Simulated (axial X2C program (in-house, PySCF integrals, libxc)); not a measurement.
Low determinants of InPt⁺ at the PBE0 level, with spin–orbit coupling

Computed with an in-house relativistic program for diatomic molecules. Two-component (2c) means X2C with spin–orbit coupling and atomic mean-field two-electron Coulomb and Gaunt terms. Basis: Pt dyall-v2z [11s12p9d5f], In dyall-v2z [9s10p7d] (cores contracted in-house); Gaussian nuclei, density fitting, unrestricted open shells. Masses: Pt 194.965 u, In 114.904 u.

Search at 2.650 Å (vertical energies from the lowest determinant):

| ΔE (eV) | state | electrons beyond evenly filled partner blocks | electrons in ±ω = 1/2, 3/2, 5/2, 7/2 |
| --- | --- | --- | --- |
| 0.00 | Ω = 3 | ω = 1/2, ω = 5/2 | 73 38 13 2 |
| 0.25 | Ω = 2 | ω = -1/2, ω = 5/2 | 73 38 13 2 |
| 0.38 | Ω = 0 | none | 72 38 14 2 |
| 0.41 | Ω = 2 | ω = 1/2, ω = 3/2 | 73 37 14 2 |
| 0.46 | Ω = 1 | 2 × ω = 1/2 | 72 38 14 2 |
| 0.48 | Ω = 1 | ω = -1/2, ω = 3/2 | 73 37 14 2 |
| 1.38 | Ω = 4 | ω = 3/2, ω = 5/2 | 74 37 13 2 |

Lowest determinant, Ω = 3 (⟨Sz⟩ = 1.00, ⟨Lz⟩ = 2.00 at PBE0): Re = 2.646 Å, ωe = 137.4 cm⁻¹.

The determinant in row 2 of the search, Ω = 2 (⟨Sz⟩ = 0.00, ⟨Lz⟩ = 2.00 at PBE0), was followed along the bond at PBE0; measured from the minimum of the lowest determinant it gives:

Te = 0.242 eV (1951 cm⁻¹), Re = 2.603 Å, ωe = 155.6 cm⁻¹.

(1) Compare the bond of the determinant in row 2 with that of the lowest one.

The search compares states at one distance, so a state with another bond length can lie lower; it is not exhaustive and yields mostly the lowest determinant of each block pattern, so other components and higher states of one pattern are missing. These are energies of single determinants, not of spin-adapted states; PBE0 term energies can be off by some tenths of an eV, and the functional has no current term. Open-shell Ω = 0 determinants with evenly filled partner blocks cannot be reached by this program, so the Ω shown need not be the lowest component. The lowest determinant need not be the ground state where others lie within half an eV.

## Answers

(1) At PBE0 its Re is 0.043 Å shorter and its force constant, which goes as ωe², is 1.28 times that of the lowest determinant. This determinant mixes spin states, so it has no term energy of its own.
